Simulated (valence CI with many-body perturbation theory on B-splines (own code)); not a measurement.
## Nd¹⁰⁺: magnetic and hyperfine properties of the levels

Computed by relativistic CI+MBPT: four valence electrons over a frozen Dirac-Fock core [Kr] 4d10, a basis of 7 s, 7 p, 7 d, 7 f, 4 g, 2 h functions for each j, with the one-electron correlation potential Σ1, the two-electron term Σ2, the three-electron term Σ3, Breit, model QED; selected CI, second order for the rest, scaled by the run's own slope (own B-spline code, finite nucleus).

No measured spectrum was set against this ion. As an estimate, terms of the open shell hold to a few per cent of their energy, and close levels can change places; configurations with another count of f electrons can be misplaced by thousands of cm⁻¹. Among the levels kept, up to 300 cm⁻¹ of a level comes from second order outside the variational space, and about a tenth of that is noise between levels of different J, which matters for small intervals.

A/g_I is the dipole constant over the nuclear g factor μ/I (μ in nuclear magnetons, uniformly magnetised nucleus), B/Q the quadrupole constant per barn. Both hold the static response of the core; the bare values leave it out. Large factors of s and p1/2 electrons are usually good to 5 to 10 %; those of open d and f shells near neutrality can be off by tens of per cent, and small factors of p3/2, d and f electrons come from cancelling terms and can be off by a factor of two or in sign, in half-filled shells by more. B is blank for J = 1/2, where it vanishes, and for nearly pure S terms. Energies count from the lowest level. Levels with J = 0 are left out.

Levels are named by their leading jj configuration (3d3/2^4 stands for four electrons in 3d with j = 3/2), which in mixed levels can hold well under half, so a name can repeat and another be missing. Letters in brackets count levels of one name in rising energy.

| Level | E (cm⁻¹) | g | A/g_I (MHz) | A/g_I bare | B/Q (MHz/b) | B/Q bare |
| --- | --- | --- | --- | --- | --- | --- |
| (4f5/2 5s^2 5p1/2) J=3 | 0.0 | 0.850 | 5080 | 4800 | -448 | -516 |
| (4f5/2^2 5s^2) J=4 | 1938 | 0.806 | 821 | 786 | 1180 | 942 |
| (4f5/2 5s^2 5p1/2) J=2 | 3736 | 0.802 | -2680 | -2400 | -858 | -833 |
| (4f5/2 4f7/2 5s^2) J=5 | 5011 | 1.032 | 589 | 687 | 1250 | 984 |
| (4f7/2 5s^2 5p1/2) J=3 | 5763 | 1.147 | -2400 | -2020 | -1040 | -1060 |
| (4f7/2 5s^2 5p1/2) J=4 | 7395 | 1.110 | 3100 | 3050 | -1520 | -1490 |
| (4f7/2^2 5s^2) J=6 | 8168 | 1.165 | 458 | 636 | 1400 | 1090 |
| (4f5/2^2 5s^2) J=2 | 9599 | 0.684 | 546 | 410 | -292 | -253 |
| (4f5/2 4f7/2 5s^2) J=3 | 11466 | 1.084 | 396 | 531 | -304 | -267 |
| (4f5/2 4f7/2 5s^2) J=4 | 12426 | 1.155 | 998 | 1160 | -304 | -314 |
| (4f7/2^2 5s^2) J=4 | 15883 | 1.088 | 503 | 607 | -48.1 | -44.5 |
| (4f5/2 4f7/2 5s^2) J=2 | 26304 | 1.032 | 695 | 768 | -635 | -488 |
| (4f5/2 4f7/2 5s^2) J=6 | 32869 | 0.999 | 587 | 654 | 2730 | 2160 |
| (4f5/2 4f7/2 5s^2) J=1 | 33276 | 1.500 | -26.0 | 276 | 481 | 387 |
| (4f7/2^2 5s^2) J=2 | 35220 | 1.459 | 313 | 725 | -883 | -703 |
| (4f5/2 5s^2 5p3/2) J=3 | 39276 | 0.943 | 1760 | 1620 | 354 | 252 |
| (4f7/2 5s^2 5p3/2) J=4 | 43405 | 1.157 | 1510 | 1490 | 3220 | 2820 |
| (4f5/2 5s^2 5p3/2) J=2 | 46202 | 0.960 | 1030 | 948 | -2900 | -2630 |
| (4f7/2 5s^2 5p3/2) J=3 | 48449 | 1.221 | 314 | 458 | -3330 | -3070 |
| (4f7/2 5s^2 5p3/2) J=5 | 48843 | 1.200 | 1490 | 1450 | 9040 | 7980 |
| (4f5/2 5s^2 5p3/2) J=1 | 51456 | 0.497 | -1380 | -993 | 1090 | 955 |
| (4f5/2 5s^2 5p3/2) J=4 | 54640 | 1.028 | 1760 | 1630 | 6500 | 5720 |
| (4f7/2 5s^2 5p3/2) J=2 | 56660 | 1.073 | 278 | 593 | 3860 | 3410 |
| (5s^2 5p1/2 5p3/2) J=1 | 66909 | 1.500 | -2030 | -2200 | 3970 | 3580 |
| (5s^2 5p1/2 5p3/2) J=2 | 79576 | 1.265 | 7850 | 7120 | 673 | 574 |
| (5s^2 5p3/2^2) J=2 | 118050 | 1.219 | 4560 | 4110 | 5860 | 5310 |
| (4f5/2^2 5s 5p1/2) J=4 | 141450 | 0.702 | -3710 | -3430 | 617 | 431 |
| (4f5/2 4f7/2 5s 5p1/2) J=5 [a] | 145010 | 1.000 | 2340 | 2280 | -1390 | -1400 |
| (4f5/2^2 5s 5p1/2) J=2 [a] | 148260 | 0.445 | -8400 | -7900 | 920 | 868 |
| (4f7/2^2 5s 5p1/2) J=6 [a] | 149060 | 1.173 | 4540 | 4390 | -2120 | -2090 |
| (4f5/2^2 5s 5p1/2) J=3 [a] | 149180 | 0.650 | -9220 | -8550 | -1940 | -1830 |
| (4f5/2 4f7/2 5s 5p1/2) J=3 [a] | 151200 | 0.959 | -1140 | -928 | -978 | -865 |
| (4f5/2 4f7/2 5s 5p1/2) J=4 [a] | 151230 | 0.939 | -2680 | -2350 | 1170 | 942 |
| (4f5/2^2 5s 5p1/2) J=5 | 152860 | 1.087 | 6860 | 6520 | 497 | 333 |
| (4f5/2 4f7/2 5s 5p1/2) J=4 [b] | 153000 | 1.219 | 4390 | 4320 | -317 | -269 |
| (4f5/2 5s 5p1/2^2) J=2 | 153630 | 0.548 | -10700 | -9800 | -1340 | -1310 |

Problem. Take the isotope of mass number 145, with I = 7/2, μ = -0.656 μN and Q = -0.314 b. What is the hyperfine structure of (4f7/2^2 5s^2) J=6?

Solution. From the table A = -85.9 MHz, B = -441 MHz. Shifts from the centre of gravity in MHz: F = 5/2: 1930, F = 7/2: 1700, F = 9/2: 1400, F = 11/2: 995, F = 13/2: 483, F = 15/2: -157, F = 17/2: -948, F = 19/2: -1910.
